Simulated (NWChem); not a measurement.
CH₆OSiTe; SMILES [Te](C)O[SiH3]

```xyz
10

Te    -0.3302     0.7639    -0.0358
C      1.7627     1.2160     0.0032
H      1.8708     2.2690    -0.2964
H      2.3067     0.5723    -0.6988
H      2.1328     1.0842     1.0276
O     -0.1106    -1.0650     0.7595
Si     0.0588    -2.4204    -0.2020
H     -1.1484    -2.6509    -1.0556
H      0.2439    -3.5782     0.7205
H      1.2515    -2.3072    -1.1017
```
Atoms are numbered in this order, from 1.

All runs: NWChem. Medium grid unless said otherwise, to which SCAN and Minnesota functionals are sensitive. The geometry was optimised at PBE0/def2-SVP. No frequency run checked for a minimum. def2 effective core potentials on Te; no spin-orbit coupling.

Q: Order these by “highest occupied level (eV)”, lowest first: r2SCAN0/def2-SVP; TPSS/def2-SVP; B3LYP/def2-SVP; MN15/def2-SVP; CAM-B3LYP/def2-SVP.

A: CAM-B3LYP/def2-SVP (-7.24), MN15/def2-SVP (-6.57), r2SCAN0/def2-SVP (-6.18), B3LYP/def2-SVP (-5.75), TPSS/def2-SVP (-4.99)
